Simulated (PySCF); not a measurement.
C4H4N2O2Si: full NMR table

```yaml
Formula: C4H4N2O2Si
SMILES: N#C/C(C=O)=N\[SiH2]C=O
Point_group_of_the_computed_structure: C1
Degrees_of_unsaturation: 5
Carbon_signals: 4
Proton_signals: 3
```

Bonds (- single, = double, # triple, : aromatic): N1#C2 1.146 Å, C2-C3 1.425 Å, C3-C4 1.494 Å, C4=O5 1.199 Å, C3=N6 1.273 Å, N6-Si7 1.701 Å, Si7-C8 1.945 Å, C8=O9 1.194 Å. C4 carries H10; Si7 carries H11, H12; C8 carries H13. Stereochemistry as in N#C/C(C=O)=N\[SiH2]C=O.

- NMR shieldings at PBE0/pcSseg-1/GIAO
- structure optimised with GFN2-xTB
- run in PySCF
- non-relativistic Hamiltonian, one computed conformer, isolated molecule, averaged over atoms made equivalent by symmetry, fast rotation or ring inversion

δ = σ(ref) − σ, references computed at the same level: ¹H, ¹³C, ²⁹Si against TMS; ¹⁵N against NH3; H2O for ¹⁷O.

```tsv
carbon	δC, type	δH (multiplicity)	HMBC from (2–3 bonds)	span of the C tensor (ppm)
C2	116.3, C	–	H10	335
C3	155.8, C	–	H10, H11/H12	172
C4	195.0, CH	9.27 (s)	–	174
C8	230.0, CH	11.63 (t)	H11/H12	217
```

Other nuclei:
```tsv
atoms	nucleus	environment	δ (ppm)	σ (ppm)
H11/H12	¹H	hydrogen on a silicon bonded to C, N	5.49	26.23
Si7	²⁹Si	silicon bonded to C, N, 2 H	-53.1	402.2
N6	¹⁵N	imine nitrogen	457.5	-189.7
N1	¹⁵N	nitrile nitrogen	331.7	-63.9
O9	¹⁷O	carbonyl oxygen	910.5	-574.4
O5	¹⁷O	aldehyde oxygen	726.7	-390.6
```

- Carbon types of the structure: 2 × C, 2 × CH, leaving 2 H on heteroatoms.
- δC 230.0: carbonyl carbon.
- δC 195.0: aldehyde carbonyl carbon; low-lying n→π* states of the double bond to the heteroatom give a large paramagnetic term (-254 ppm).
- δC 155.8: C=N carbon.
- δC 116.3: nitrile carbon; C≡N carbons fall here, among the sp2 signals but without a proton.
- δH 9.27: hydrogen on an aldehyde carbonyl carbon; the formyl region, downfield of aromatic protons.

Shifts are as computed. Against solution values, carbons near 30 ppm lie about +3 ppm off and those near 130 ppm about +5 ppm. Of 1211 compounds with measured shifts, 218 miss one by over three times the rms of a fit or turn the order of signals round; such compounds aren't used in these exercises. Unscaled 17O shifts of doubly bonded oxygen tend to come out too high, by tens of ppm or more. Experimental scales use liquid or dissolved standards, which lie at an offset from isolated NH3 (liquid NH3: subtract about 20 ppm) and H2O (liquid H2O: subtract about 36 ppm). Unscaled 15N shifts of sp2 nitrogen come out 20 to 40 ppm too high even then. Multiplicities follow the n + 1 count of equivalent neighbours, as no J values were calculated; m marks all less simple cases, F and P coupling included.
